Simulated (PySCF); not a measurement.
## KNa: one state, many levels of theory

State: ¹Σ⁺ (singlet), closed shell. Set-up: K 6-31G(d,p), Na 6-31G(d,p); no relativity (PySCF 2.14). De refers to K + Na in their ground configurations, without counterpoise correction. A positive dipole means K(−)Na(+).

| Level | Re (Å) | ωe (cm⁻¹) | De (eV) | μ (D) | CPU s a point (SCF and correlation, without the integrals) |
| --- | --- | --- | --- | --- | --- |
| RHF-MP2 | 3.593 | 118 | 0.394 | n/a | 0.13 |
| RHF-SCS-MP2 | 3.603 | 118 | 0.473 | n/a | n/a |
| RHF-CCSD | 3.615 | 115 | 0.59 | n/a | n/a |
| RHF-CCSD(T) | 3.615 | 114 | 0.61 | n/a | 1.7 |
| PBE | 3.524 | 120 | 0.69 | -2.58 | 0.7 |
| BLYP | 3.501 | 118 | 0.66 | -2.33 | 0.51 |
| r²SCAN | 3.591 | 120 | 0.51 | -3.08 | 0.82 |
| B3LYP | 3.493 | 122 | 0.64 | -2.62 | 0.67 |
| PBE0 | 3.539 | 123 | 0.61 | -2.96 | 1.4 |
| r²SCAN0 | 3.565 | 124 | 0.52 | -3.16 | 0.79 |
| LC-ωPBE | 3.575 | 128 | 0.499 | -4.01 | 1.1 |

The bond length runs from 3.493 Å (B3LYP) to 3.615 Å (RHF-CCSD). De spans 0.39 eV (RHF-MP2, perturbation theory) to 0.69 eV (PBE, GGA).

Correlated steps freeze 6 core orbitals. Closed-shell solutions of metal pairs were not tested for spin polarisation, which can lower them a little. Correlated levels converge slowly with the basis: in double zeta they bind strong bonds too weakly, by up to about 1 eV, and carry superposition errors of some tenths. Where the molecule has an RHF reference, its open-shell atoms are computed with UHF.

The whole job (state search and all levels along the bond) took about 2.1 min on 1 thread of Oxide Virtual Turin-like (shared host), peak memory 0.62 GiB.
